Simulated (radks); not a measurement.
Results of a calculation; reference values are marked as such.
Fractional charge and spin in the 5p shell of ytterbium: the spin-up occupation runs from 2 to 3 and the spin-down occupation from 2 to 3; the fullest corner is Yb, [Kr] 4d10 4f14 5s2 6s2 5p(up 3, down 3). Code: a radial shooting solver on a logarithmic mesh with Libxc functionals. Model: scalar-relativistic Kohn-Sham, r2SCAN, spin-polarised, spherical densities, finite nucleus; meta-GGA in the generalised Kohn-Sham scheme; Fermi nuclear charge, rms radius of each element as measured or else 0.836 A^(1/3) + 0.57 fm. Energy (eV) minus the two flat planes that join the four corners (they meet along the diagonal where the two added fractions sum to one electron); zero is where a piecewise linear energy would lie.

\begin{tabular}{lrrrrr}
down \ up & 2 & 2.25 & 2.5 & 2.75 & 3 \\ \hline
2 & 0.000 & -1.140 & -1.513 & -1.128 & 0.000 \\
2.25 & -1.140 & -1.416 & -0.941 & 0.272 & -1.011 \\
2.5 & -1.513 & -0.941 & 0.362 & -0.836 & -1.333 \\
2.75 & -1.128 & 0.272 & -0.836 & -1.249 & -0.988 \\
3 & 0.000 & -1.011 & -1.333 & -0.988 & 0.000 \\
\end{tabular}

Corners above the fullest one (they belong to Yb+ and the next ion): (up 3, down 2) 33.621 eV, (up 2, down 3) 33.621 eV, (up 2, down 2) 80.120 eV. With half an added electron in each spin the energy lies 0.362 eV from the planes, and with half an added electron in spin up alone -1.513 eV. The planes are only a guide here: the flat-plane condition holds for ground states with one frontier orbital, while this shell lies below other occupied shells, so the corners above the fullest one are inner-hole states and not the ground states of those ions.
